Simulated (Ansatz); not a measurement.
```xyz
6

C     0.0000   -0.0252   -1.0566
S     0.0000   -0.0548    0.6104
H     0.0000   -0.9906   -1.3562
H    -0.8279    0.4219   -1.4268
H     0.8279    0.4219   -1.4268
H     0.0000    1.1751    0.7837
```

Basis set: cc-pVDZ (spherical functions). Left uncorrelated: 6 orbitals. Charge 0, multiplicity 1.

Computed with Ansatz (development build ahead of 0.2.0); each method stands on the lowest determinant of its kind that the runs found. Restricted open shells among the atoms or ions are ROHF, correlated in semicanonical orbitals with singles.

(1) Give the atomization energy at this shape (free ground-state atoms in the same class of orbitals less the molecule, no zero-point energy) of singlet CH₄S by RHF-MP2, RHF.

Results:

(1)

```tsv
method	atomization energy
RHF-MP2	17.89 eV
RHF	14.15 eV
```

Caution: no unrestricted run beside it, a lower state can exist; the shape is not the minimum.
